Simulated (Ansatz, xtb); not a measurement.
## Two isomers of C4H7ClGe

Structure a: `CC#[C][Ge@H]([CH3])[Cl]`, a singlet. Structure b: `ClC1=C[CH2][GeH2][CH2]1`, a singlet. Both are isolated molecules in the gas phase, relaxed with B3LYP-D3(BJ)/def2-SVP; the shapes shown needn't be the lowest conformers.

a (Å):

```xyz
13

C    -0.8434   -3.0704   -0.6571
C    -0.5502   -2.0251    0.3131
C    -0.2992   -1.1513    1.1247
C    -1.1997    1.6918    2.1926
Cl    2.0598    1.0250    1.9226
Ge    0.0717    0.2248    2.3739
H    -1.9173   -3.0927   -0.9047
H    -0.2848   -2.9057   -1.5931
H    -0.5648   -4.0631   -0.2675
H     0.1502   -0.3550    3.7963
H    -1.1683    2.0738    1.1624
H    -0.9410    2.5035    2.8874
H    -2.2163    1.3319    2.4126
```

b (Å):

```yaml
atoms:
  - { symbol: C, position_ang: [-1.9065, -0.5410, 0.9713] }
  - { symbol: C, position_ang: [-1.2213, -1.3697, 0.1657] }
  - { symbol: C, position_ang: [0.2764, -1.4770, 0.3085] }
  - { symbol: C, position_ang: [-1.2330, 0.2954, 2.0237] }
  - { symbol: Cl, position_ang: [-3.6509, -0.3828, 0.8416] }
  - { symbol: Ge, position_ang: [0.6741, -0.2162, 1.7940] }
  - { symbol: H, position_ang: [-1.7475, -1.9622, -0.5887] }
  - { symbol: H, position_ang: [0.7958, -1.1958, -0.6231] }
  - { symbol: H, position_ang: [0.5907, -2.5077, 0.5445] }
  - { symbol: H, position_ang: [1.2687, -0.9006, 3.0411] }
  - { symbol: H, position_ang: [1.5702, 0.9670, 1.3766] }
  - { symbol: H, position_ang: [-1.6210, 0.0600, 3.0278] }
  - { symbol: H, position_ang: [-1.4111, 1.3693, 1.8528] }
```

Quicker runs give these differences E(b) − E(a): GFN2-xTB +8.1 kcal/mol; HF/STO-3G +9.9 kcal/mol (at GFN2-xTB geometries); r2SCAN-D4/def2-SVP +6.6 kcal/mol (at GFN2-xTB geometries).

Q: Estimate E(b) − E(a) at the level CCSD(T)/def2-SVP + ΔMP2/def2-TZVPP.

A: Calculated at CCSD(T)/def2-SVP + ΔMP2/def2-TZVPP: E(b) − E(a) = +12.3 kcal/mol, so structure a lies lower.

The same difference at several levels:

```json
{"level": "GFN2-xTB", "geometry": "GFN2-xTB", "E(b) − E(a) (kcal/mol)": "+8.1", "departure from the last row (kcal/mol)": "−4.1", "job, with rough time for the two": "optimisation, 0.17 s"}
{"level": "HF/STO-3G", "geometry": "GFN2-xTB", "E(b) − E(a) (kcal/mol)": "+9.9", "departure from the last row (kcal/mol)": "−2.4", "job, with rough time for the two": "single point, 0.54 s"}
{"level": "r2SCAN-D4/def2-SVP", "geometry": "GFN2-xTB", "E(b) − E(a) (kcal/mol)": "+6.6", "departure from the last row (kcal/mol)": "−5.7", "job, with rough time for the two": "single point, 4.7 s"}
{"level": "B3LYP-D3(BJ)/def2-SVP", "geometry": "B3LYP-D3(BJ)/def2-SVP", "E(b) − E(a) (kcal/mol)": "+9.3", "departure from the last row (kcal/mol)": "−3.0", "job, with rough time for the two": "optimisation, 34 s"}
{"level": "HF/def2-SVP", "geometry": "B3LYP-D3(BJ)/def2-SVP", "E(b) − E(a) (kcal/mol)": "+21.3", "departure from the last row (kcal/mol)": "+9.0", "job, with rough time for the two": "part of the CCSD(T) run"}
{"level": "MP2/def2-SVP", "geometry": "B3LYP-D3(BJ)/def2-SVP", "E(b) − E(a) (kcal/mol)": "+12.2", "departure from the last row (kcal/mol)": "−0.1", "job, with rough time for the two": "part of the CCSD(T) run"}
{"level": "CCSD(T)/def2-SVP", "geometry": "B3LYP-D3(BJ)/def2-SVP", "E(b) − E(a) (kcal/mol)": "+10.6", "departure from the last row (kcal/mol)": "−1.6", "job, with rough time for the two": "single point"}
{"level": "CCSD(T)/def2-SVP + ΔMP2/def2-TZVPP", "geometry": "B3LYP-D3(BJ)/def2-SVP", "E(b) − E(a) (kcal/mol)": "+12.3", "departure from the last row (kcal/mol)": "", "job, with rough time for the two": "single point, 78 s"}
```

As drawn, b has 1 C–Cl, 1 C=C, 1 C–C, 1 Ge–H in place of 1 C≡C, 1 Cl–Ge, 1 C–H. Structure a has no ring, b a 5-membered ring.

The levels shown agree on the order. The largest departure from CCSD(T)/def2-SVP + ΔMP2/def2-TZVPP is that of HF/def2-SVP, 9.0 kcal/mol. The last row adds to CCSD(T) the change of the MP2 difference between the two basis sets, here +1.6 kcal/mol.

With thermal terms from frequencies at re-optimised GFN2-xTB minima (ideal gas, soft modes damped towards free rotors, one conformer each, 298.15 K, 1 atm): the zero-point term adds +0.3 kcal/mol; ΔH is +10.9 and ΔG +15.1 kcal/mol.

The correlated steps freeze 18 core orbitals; the filled d shell of Ge is correlated, in a basis made for valence electrons. Mirror images aren't counted in ΔG. Programs: Ansatz 0.2.0, xtb 6.7.1; the last row on 4 threads of Arm Neoverse V1 on a shared host.
